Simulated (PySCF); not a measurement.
Species: C4H12PSi2 (doublet state).
Z-matrix (Å and degrees, GFN2-xTB geometry), rows numbered from 1:
```
C 
C   1  1.3589
C   2  1.3957  1  125.96
C   3  1.4933  2  118.73  1  -178.89
Si  3  1.8679  2  123.23  1     0.13
Si  5  2.3404  3  111.00  2   -70.70
P   6  2.2419  5  114.38  3  -173.67
H   1  1.0757  2  121.61  3     0.55
H   1  1.0751  2  121.33  3  -179.52
H   2  1.0862  1  117.21  3   179.93
H   4  1.0889  3  111.76  2    13.81
H   4  1.0921  3  110.00  2  -106.21
H   4  1.0893  3  111.06  2   135.72
H   5  1.4739  3  106.63  2   168.11
H   5  1.4740  3  110.96  2    53.61
H   6  1.4701  5  114.07  3    67.23
H   6  1.4709  5  113.93  3   -54.38
H   7  1.3821  6   95.49  5   -45.01
H   7  1.3817  6   95.45  5    47.74
```

The hyperfine couplings belong to this conformer and change with its torsions.

The species is `C=C[C](C)[SiH2][SiH2]P` [radical].

Computed with UKS B3LYP, pcH-1 on C H P Si, non-relativistic, mean-field spin-orbit, GIAO in PySCF. Geometry: GFN2-xTB, one conformer, isolated molecule. A GFN2-xTB geometry isn't a minimum of the functional, and hyperfine couplings can be far from their values at a DFT geometry. Stability of the SCF solution: not tested. ⟨S²⟩ is 0.774 where a pure state has 0.75.

**Question.** Predict the first-order ENDOR lines of C3, C1, C2, C4, H11/H12/H13, H9, H8, H14/H15, Si5 and Si6 under fast tumbling at B = 3366.2 mT (W band).

**Answer.** For S = 1/2 in fast tumbling each set of equivalent nuclei gives two lines, ν± = |νn ± a/2| to first order, with νn = g_N μN B/h and μN/h = 7.62259 MHz/T.

| nuclei | isotope | g_N | νn (MHz) | a_iso (MHz) | lower line (MHz) | upper line (MHz) |
| --- | --- | --- | --- | --- | --- | --- |
| C3 | 13C | 1.4048 | 36.05 | 58.82 | 6.64 | 65.46 |
| C1 | 13C | 1.4048 | 36.05 | 48.16 | 11.96 | 60.13 |
| C2 | 13C | 1.4048 | 36.05 | -45.12 | 13.49 | 58.61 |
| C4 | 13C | 1.4048 | 36.05 | -21.85 | 25.12 | 46.97 |
| H11/H12/H13 | 1H | 5.5857 | 143.32 | 51.96 | 117.34 | 169.31 |
| H9 | 1H | 5.5857 | 143.32 | -37.97 | 124.34 | 162.31 |
| H8 | 1H | 5.5857 | 143.32 | -35.79 | 125.43 | 161.22 |
| H14/H15 | 1H | 5.5857 | 143.32 | 12.85 | 136.90 | 149.75 |
| Si5 | 29Si | -1.1106 | 28.50 | 29.63 | 13.68 | 43.31 |
| Si6 | 29Si | -1.1106 | 28.50 | -25.82 | 15.59 | 41.40 |

The rows for 13C and 29Si, of low natural abundance, apply to labelled samples.

**Question.** Which pairs are centred on the nuclear Larmor frequency, and which on half the coupling?

**Answer.** Centred on νn, since |a| < 2νn: C3, C1, C2, C4, H11/H12/H13, H9, H8, H14/H15, Si5 and Si6. No pair has |a| > 2νn.

**Question.** At what field would the lower line of Si5 fall to zero frequency?

**Answer.** Where νn = |a|/2, that is B = 14.81 MHz/(1.1106 × 7.62259 MHz/T) = 1750 mT, as far as first order holds there.

Couplings of abundant isotopes left out: H10 (11.4 MHz) and P7 (-0.9 MHz).

Means are taken over nuclei equivalent by connectivity, which assumes that they swap fast. The three 1H nuclei of mean +52.0 MHz run from 7.4 to 95.7 MHz in the frozen geometry. The 1H value of +12.8 MHz is a mean of couplings from 2.0 to 23.7 MHz in this one geometry, not an average over conformers.

The largest Mulliken spin populations are on C3 (+0.67), C1 (+0.61) and C2 (-0.25). The angles at C3 add up to 360.0°, so it is planar.
